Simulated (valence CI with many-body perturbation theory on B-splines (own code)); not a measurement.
Pd XXXIV: what each term of the Hamiltonian does

Computed by valence CI with perturbative core correlation (CI+MBPT): three valence electrons over a frozen Dirac-Fock core [Ne], radial functions for each j: 11 s, 11 p, 9 d, 7 f, 5 g, 2 h, 1 i, with the one-electron correlation potential Σ1, the two-electron term Σ2, the three-electron term Σ3, Breit, model QED; selected CI, second order for the rest (own B-spline code, finite nucleus).

No measured spectrum was set against this ion. As an estimate, large intervals hold to a few tenths of a per cent, small ones and those within an open d or f shell to about a per cent.

Each rung adds one term. CI alone is the Dirac-Coulomb CI over the frozen core; QED comes last and gives the full result, which names the levels. Energies are above (3s^2 3p1/2) J=1/2 on the same rung, in eV.

Levels are named by their leading jj configuration (3d3/2^4 stands for four electrons in 3d with j = 3/2), which in mixed levels can hold well under half, so a name can repeat and another be missing. Letters in brackets count levels of one name in rising energy.

| Level | CI alone |
| --- | --- |
| (3s^2 3p3/2) J=3/2 | 39.40 |
| (3s 3p1/2^2) J=1/2 | 78.32 |
| (3s 3p1/2 3p3/2) J=3/2 [a] | 105.51 |
| (3s 3p1/2 3p3/2) J=5/2 | 114.12 |
| (3s 3p1/2 3p3/2) J=3/2 [b] | 126.98 |
| (3s 3p1/2 3p3/2) J=1/2 | 136.08 |
| (3s 3p3/2^2) J=5/2 | 148.95 |
| (3s^2 3d3/2) J=3/2 | 165.39 |
| (3s 3p3/2^2) J=1/2 | 175.57 |
| (3s^2 3d5/2) J=5/2 | 177.99 |
| (3s 3p3/2^2) J=3/2 | 181.18 |
| (3p1/2^2 3p3/2) J=3/2 | 209.96 |
| (3s 3p1/2 3d3/2) J=3/2 [a] | 223.03 |
| (3s 3p1/2 3d3/2) J=5/2 | 227.26 |
| (3s 3p1/2 3d5/2) J=5/2 [a] | 236.54 |
| (3p1/2 3p3/2^2) J=3/2 | 238.97 |

Problem. What do these energies become with core correlation, Breit and QED?

Solution. (3s^2 3p3/2) J=3/2 38.91 (-0.485); (3s 3p1/2^2) J=1/2 78.08 (-0.237); (3s 3p1/2 3p3/2) J=3/2 [a] 104.95 (-0.553); (3s 3p1/2 3p3/2) J=5/2 113.33 (-0.796); (3s 3p1/2 3p3/2) J=3/2 [b] 126.09 (-0.895); (3s 3p1/2 3p3/2) J=1/2 134.88 (-1.204); (3s 3p3/2^2) J=5/2 147.78 (-1.171); (3s^2 3d3/2) J=3/2 163.78 (-1.617); (3s 3p3/2^2) J=1/2 174.08 (-1.481); (3s^2 3d5/2) J=5/2 176.06 (-1.933); (3s 3p3/2^2) J=3/2 179.31 (-1.863); (3p1/2^2 3p3/2) J=3/2 208.64 (-1.322); (3s 3p1/2 3d3/2) J=3/2 [a] 221.67 (-1.359); (3s 3p1/2 3d3/2) J=5/2 225.78 (-1.485); (3s 3p1/2 3d5/2) J=5/2 [a] 234.83 (-1.710); (3p1/2 3p3/2^2) J=3/2 237.19 (-1.781).

Problem. How does the ionisation energy move along the ladder, and which term matters most?

Solution. CI alone 2036.1, + Σ1 2037.1, + Σ2 2036.9, + Σ3 2036.9, + Breit 2035.2, + QED 2035.2 eV. The largest step is Breit, -1.7 eV. NIST lists 2016 ± 9 eV (semi-empirical).
